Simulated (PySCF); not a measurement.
From one molecule to another.

First species: C3H8FNSi.
SMILES: `F[Si@H]1CCCN1`

Second species: C₅H₉FOSi.
SMILES: `[SiH2](F)OC1CCCC=1`

Levels: PBE0/def2-SVPD for HOMO energy, LUMO energy, HOMO–LUMO gap and static isotropic polarisability; TDDFT PBE0/def2-SVPD for lowest singlet excitation; TDA PBE0/def2-SVPD for lowest triplet excitation (Tamm–Dancoff). Geometries: GFN2-xTB. Each structure is a single optimised conformer of the isolated species, non-relativistic unless stated. Electronic properties by PySCF.

Which has the higher HOMO energy?

The second: -6.59 eV against -7.08 eV, a difference of 0.49 eV.

Which has the higher HOMO–LUMO gap?

The first: 7.66 eV against 6.80 eV, a difference of 0.86 eV.

Which has the higher S1 energy?

The first: 6.34 eV against 5.91 eV, a difference of 0.43 eV.

Which of the two has the higher static isotropic polarisability, and by how much?

The second: 83.3 au against 64.9 au, a difference of 18.4 au.

Which of the two has the higher LUMO energy, and by how much?

The first: 0.58 eV against 0.21 eV, a difference of 0.37 eV.

Which of the two has the higher T1 energy, and by how much?

The first: 6.08 eV against 4.26 eV, a difference of 1.82 eV.

On the first: No computed singlet falls in the visible range (750 to 380 nm, 1.65 to 3.26 eV); S1 lies 3.08 eV above its blue end. The polarisability is 9.61 Å³ as a volume (1 au = 0.148185 Å³), or 1.16 au for each of the 56 electrons.

On the second: S1 lies 0.89 eV below the HOMO–LUMO gap; its leading configuration is HOMO→LUMO, weight 0.91. The principal polarisabilities are 65.9, 83.8 and 100.2 au; their mean is the isotropic value.
